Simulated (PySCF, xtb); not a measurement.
CH8FNSi2, SMILES [SiH2](F)[SiH2]CN.

GFN2-xTB in xtb 6.7.1 at its own geometry gives an orbital gap of 3.71 eV and a dipole moment of 2.25 D.

The structure is a stationary point at PBE0-D3(BJ)/def2-SVP. This is a generated structure with no PubChem entry under its InChIKey; it may be hypothetical. Other conformers were not sampled.

Task: What does M06-2X/def2-TZVP (PySCF) give? (Estimate from the structure and the level; the computed values follow.)

Result: gap 8.09 eV (levels -7.93 and 0.16 eV), dipole 1.88 D.
